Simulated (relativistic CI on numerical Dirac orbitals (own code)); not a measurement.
# Electric-dipole transitions in Tm68+

These numbers are calculated, not measured: Dirac equation for one electron, model QED (radiative potential, 1s self-energy scaled to tabulated hydrogen-like ionisation energies) (own radial code, finite nucleus).

Configurations in the expansion: 1s, 2s, 2p, 3s, 3p, 3d, 4s, 4p, 4d, 4f, 5s, 5p, 5d, 5f, 5g, 6s, 6p, 6d. Levels of other configurations are missing.

| λ vac (Å) | Lower | Upper | A (s⁻¹) | log gf | S velocity/length |
| --- | --- | --- | --- | --- | --- |
| 0.2342 | 1s 2S_1/2 [1] | 2p 2P°_3/2 [4] | 1.33e+16 | -0.36 | 1.00 |
| 0.2398 | 1s 2S_1/2 [1] | 2p 2P°_1/2 [2] | 1.46e+16 | -0.60 | 1.00 |
| 0.9151 | 2p 2P°_1/2 [2] | 4d 2D_3/2 [12] | 4.64e+14 | -0.63 | 1.00 |
| 1.0023 | 2p 2P°_3/2 [4] | 4d 2D_5/2 [15] | 4.68e+14 | -0.37 | 1.00 |
| 1.2008 | 2p 2P°_1/2 [2] | 3d 2D_3/2 [7] | 1.36e+15 | 0.07 | 1.00 |
| 1.2028 | 2s 2S_1/2 [3] | 3p 2P°_3/2 [8] | 4.59e+14 | -0.40 | 1.00 |
| 1.2469 | 2s 2S_1/2 [3] | 3p 2P°_1/2 [5] | 6.16e+14 | -0.54 | 1.00 |
| 1.3465 | 2p 2P°_3/2 [4] | 3d 2D_5/2 [9] | 1.45e+15 | 0.37 | 1.00 |
| 1.3623 | 2p 2P°_3/2 [4] | 3d 2D_3/2 [7] | 2.40e+14 | -0.57 | 1.00 |
| 2.4408 | 3p 2P°_1/2 [5] | 5d 2D_3/2 [19] | 6.78e+13 | -0.62 | 1.00 |
| 2.6161 | 3d 2D_3/2 [7] | 5f 2F°_5/2 [21] | 1.01e+14 | -0.21 | 1.00 |
| 2.6165 | 3p 2P°_3/2 [8] | 5d 2D_5/2 [22] | 7.79e+13 | -0.32 | 1.00 |
| 2.6696 | 3d 2D_5/2 [9] | 5f 2F°_7/2 [24] | 1.03e+14 | -0.05 | 1.00 |
| 3.4567 | 3p 2P°_1/2 [5] | 4d 2D_3/2 [12] | 1.29e+14 | -0.03 | 1.00 |
| 3.4615 | 3s 2S_1/2 [6] | 4p 2P°_3/2 [13] | 5.73e+13 | -0.39 | 1.00 |
| 3.6157 | 3s 2S_1/2 [6] | 4p 2P°_1/2 [10] | 8.21e+13 | -0.49 | 1.00 |
| 3.7935 | 3d 2D_3/2 [7] | 4f 2F°_5/2 [14] | 3.01e+14 | 0.59 | 1.00 |
| 3.7944 | 3p 2P°_3/2 [8] | 4d 2D_5/2 [15] | 1.58e+14 | 0.31 | 1.00 |
| 3.8474 | 3p 2P°_3/2 [8] | 4d 2D_3/2 [12] | 2.76e+13 | -0.61 | 1.00 |
| 3.8941 | 3d 2D_5/2 [9] | 4f 2F°_7/2 [16] | 3.12e+14 | 0.75 | 1.00 |
| 3.9210 | 3d 2D_5/2 [9] | 4f 2F°_5/2 [14] | 2.05e+13 | -0.55 | 1.00 |
| 5.3539 | 4p 2P°_3/2 [13] | 6d 2D_5/2 [30] | 1.96e+13 | -0.30 | 1.00 |
| 7.5355 | 4p 2P°_1/2 [10] | 5d 2D_3/2 [19] | 2.49e+13 | -0.07 | 1.00 |
| 7.5450 | 4s 2S_1/2 [11] | 5p 2P°_3/2 [20] | 1.30e+13 | -0.35 | 1.00 |
| 7.9195 | 4s 2S_1/2 [11] | 5p 2P°_1/2 [17] | 1.92e+13 | -0.44 | 1.00 |
| 8.1785 | 4d 2D_3/2 [12] | 5f 2F°_5/2 [21] | 5.53e+13 | 0.52 | 1.00 |
| 8.1800 | 4p 2P°_3/2 [13] | 5d 2D_5/2 [22] | 3.30e+13 | 0.30 | 1.00 |
| 8.3647 | 4f 2F°_5/2 [14] | 5g 2G_7/2 [23] | 9.43e+13 | 0.90 | 1.00 |
| 8.3653 | 4d 2D_5/2 [15] | 5f 2F°_7/2 [24] | 5.86e+13 | 0.69 | 1.00 |
| 8.4515 | 4f 2F°_7/2 [16] | 5g 2G_9/2 [25] | 9.63e+13 | 1.01 | 1.00 |
| 8.7547 | 4p 2P°_3/2 [13] | 5s 2S_1/2 [18] | 1.64e+13 | -0.42 | 1.00 |
| 10.284 | 2s 2S_1/2 [3] | 2p 2P°_3/2 [4] | 3.19e+12 | -0.69 | 1.00 |
| 13.973 | 5p 2P°_1/2 [17] | 6d 2D_3/2 [28] | 7.06e+12 | -0.08 | 1.00 |
| 13.989 | 5s 2S_1/2 [18] | 6p 2P°_3/2 [29] | 4.10e+12 | -0.32 | 0.99 |
| 14.732 | 5s 2S_1/2 [18] | 6p 2P°_1/2 [26] | 6.22e+12 | -0.39 | 1.00 |
| 15.065 | 5p 2P°_3/2 [20] | 6d 2D_5/2 [30] | 9.83e+12 | 0.30 | 1.00 |
| 16.193 | 5p 2P°_3/2 [20] | 6s 2S_1/2 [27] | 6.63e+12 | -0.28 | 1.00 |
| 34.116 | 3p 2P°_1/2 [5] | 3d 2D_3/2 [7] | 3.46e+11 | -0.62 | 1.00 |
| 34.547 | 3s 2S_1/2 [6] | 3p 2P°_3/2 [8] | 5.14e+11 | -0.43 | 1.00 |
| 81.362 | 4p 2P°_1/2 [10] | 4d 2D_3/2 [12] | 1.09e+11 | -0.36 | 1.00 |
| 82.389 | 4s 2S_1/2 [11] | 4p 2P°_3/2 [13] | 1.28e+11 | -0.28 | 1.00 |
| 159.92 | 5p 2P°_1/2 [17] | 5d 2D_3/2 [19] | 3.95e+10 | -0.22 | 1.00 |
| 161.94 | 5s 2S_1/2 [18] | 5p 2P°_3/2 [20] | 4.25e+10 | -0.17 | 1.01 |
| 277.83 | 6p 2P°_1/2 [26] | 6d 2D_3/2 [28] | 1.66e+10 | -0.11 | 1.00 |
| 281.33 | 6s 2S_1/2 [27] | 6p 2P°_3/2 [29] | 1.71e+10 | -0.09 | 1.01 |

Terms are leading LS components. Brackets give the number of a level in order of energy, since labels repeat. The list gives strong lines, with weight on those to low levels. Levels whose partners in the same complex of configurations lie outside the list can be far off, and so can their lines. Rates are taken at the computed energies, electric ones in the length gauge. A velocity-to-length ratio far from 1 marks an uncertain rate.
